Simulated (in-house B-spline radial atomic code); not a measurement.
How numerical settings move a run on the bromine ion Br⁺, [Ar] 3d10 4s2 4p4. Computed with an all-electron radial atomic-structure program (B-spline basis): Dirac-Hartree-Fock, average of configuration, Fermi nucleus of rms radius 4.1629 fm.

Command:
```bash
python run_scf.py task.json out
```
Settings of the sound reference run:
```
Z                35
electrons        34
configuration    [Ar] 3d10 4s2 4p4
hamiltonian      dirac
method           hf
spin_polarised   False
nucleus          fermi
rms_radius       4.1629
mass_number      79
atomic_mass      78.91834
speed_of_light   137.036
knot_spacing     0.22
spline_order     8
gauss_points     12
box_radius       35.29
max_iterations   70
damping          0.5
damped_steps     3
diis_vectors     10
tolerance        1e-08
start            Thomas-Fermi
```

Cost of the run: 2 s on 1 thread of Arm Neoverse N1 (shared host).

It converges in 10 iterations to -2604.599554 hartree, with 4p3/2 at -22.2582 eV. The other runs change the listed settings, some to values that make no sense; their results aren't properties of the atom or ion. Radii are in bohr (the nuclear one in fm), a minus after a letter asks for a j subshell, and «unchanged» means within 1e-8 hartree. The run stops when the residual is below 10 × tolerance × max(1, Z/10), or a noise floor if that is larger, and the energy moves by less than 1e-8 × √|E| hartree; so very loose and very tight tolerances often act alike.

| changed settings | outcome |
| --- | --- |
| electrons = 37, configuration = [Ar] 3d10 4s2 4p4 5s3, max_iterations = 75 | stopped with error: shell 5s holds at most 2 electrons |
| first_knot = 2.86e-05 | converged in 10 iterations, energy +1.83e-08 hartree from the reference |
| first_knot = 0.00857 | converged in 10 iterations, energy +1.91e-02 hartree from the reference, 4p3/2 level +1.0e-03 eV |
| first_knot = 0.000286 | converged in 10 iterations, energy +1.90e-04 hartree from the reference |
| box_radius = 10.59 | converged in 10 iterations, energy +1.30e-07 hartree from the reference, 4p3/2 level +9.5e-06 eV (the program warns: 4p3/2 reaches the box edge; 4p1/2 reaches the box edge) |
| box_radius = 5.29 | converged in 9 iterations, energy +1.12e-02 hartree from the reference, 4p3/2 level +2.7e-01 eV (the program warns: 4p3/2 reaches the box edge; 4s1/2 reaches the box edge) |
| knot_spacing = 0.15, max_iterations = 3, damping = 0 | not converged after 3 iterations, last residual 4.9e-02, last energy +8.28e-02 hartree from the reference |
| box_radius = 3.53 | converged in 9 iterations, energy +3.54e-01 hartree from the reference, 4p3/2 level +4.5e+00 eV (the program warns: 4p3/2 reaches the box edge; 3d3/2 reaches the box edge) |
| electrons = 35, configuration = [Ar] 3d10 4s2 4p4 5s-1, max_iterations = 60 | stopped with error: j subshells need the Dirac Hamiltonian and l > 0 |
| first_knot = 0.0857 | converged in 10 iterations, energy +6.94e+00 hartree from the reference, 4p3/2 level +2.8e-01 eV |
| spin_polarised = True | stopped with error: spin polarisation is not served with the Dirac Hamiltonian |
| first_knot = 0.00857, max_iterations = 100, damping = 0, tolerance = 1e-05 | converged in 7 iterations, energy +1.91e-02 hartree from the reference, 4p3/2 level +8.1e-04 eV |
| spline_order = 5, max_iterations = 3, damping = 0.2, start = bare nucleus | not converged after 3 iterations, last residual 1.1e+00, last energy +2.34e+01 hartree from the reference |
| box_radius = 1.41 | converged in 9 iterations, energy +3.63e+01 hartree from the reference, 4p3/2 level +2.0e+02 eV (the program warns: 4p3/2 has a positive eigenvalue: unbound, held by the box; 3d5/2 has a positive eigenvalue: unbound, held by the box) |
| first_knot = 2.86e-06 | converged in 9 iterations, energy unchanged, 4p3/2 level +9.4e-06 eV |

What happens with box_radius = 2.12?

Converged in 9 iterations, energy +6.15e+00 hartree from the reference, 4p3/2 level +4.4e+01 eV (the program warns: 4p3/2 has a positive eigenvalue: unbound, held by the box; 4p1/2 has a positive eigenvalue: unbound, held by the box).

What happens with first_knot = 0.0286?

Converged in 10 iterations, energy +4.79e-01 hartree from the reference, 4p3/2 level +1.5e-02 eV.

What happens with spline_order = 3, box_radius = 2.12, first_knot = 2.86e-06, max_iterations = 100?

Converged in 8 iterations, energy +7.24e+00 hartree from the reference, 4p3/2 level +5.0e+01 eV (the program warns: 4p3/2 has a positive eigenvalue: unbound, held by the box; 4s1/2 has a positive eigenvalue: unbound, held by the box).

What happens with box_radius = 7.06?

Converged in 10 iterations, energy +3.01e-04 hartree from the reference, 4p3/2 level +1.2e-02 eV (the program warns: 4p3/2 reaches the box edge; 4s1/2 reaches the box edge).
